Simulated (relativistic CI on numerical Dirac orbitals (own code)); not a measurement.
**Spin-allowed bands of a d3 ion in an octahedral site, by hand**

Problem. Take Δ = 29500 cm⁻¹ and B = 900 cm⁻¹ for a d3 ion in an octahedral site. Calculate the three spin-allowed bands.

Working.
1. The terms of highest spin are 4F (energy 0) and 4P (15B = 13500 cm⁻¹). Here the F term splits into A2 at −1.2Δ = -35400, T2 at −0.2Δ = -5900 and T1 at +0.6Δ = 17700 cm⁻¹.
2. The two T1 states mix through the element 0.4Δ: H = [[17700, 11800], [11800, 13500]], with roots ½(H₁₁ + H₂₂) ∓ ½√[(H₂₂ − H₁₁)² + 4H₁₂²] = ½(31200) ∓ ½(23971) = 3615 and 27585 cm⁻¹.
3. The ground term is 4A2 at -35400 cm⁻¹.
4. Bands: 4T2 29500 cm⁻¹ (339 nm), 4T1(F) 39015 cm⁻¹ (256 nm), 4T1(P) 62985 cm⁻¹ (159 nm).

Check. Exact diagonalisation of the whole d3 shell with these parameters gives 4T2 29500, 4T1 39015, 4T1 62985 cm⁻¹. The match is exact, since without spin-orbit coupling no other term has this spin. The ratio of the second band to the first, 1.323, depends on Δ/B = 32.8 alone, which is how a Tanabe-Sugano diagram is read.
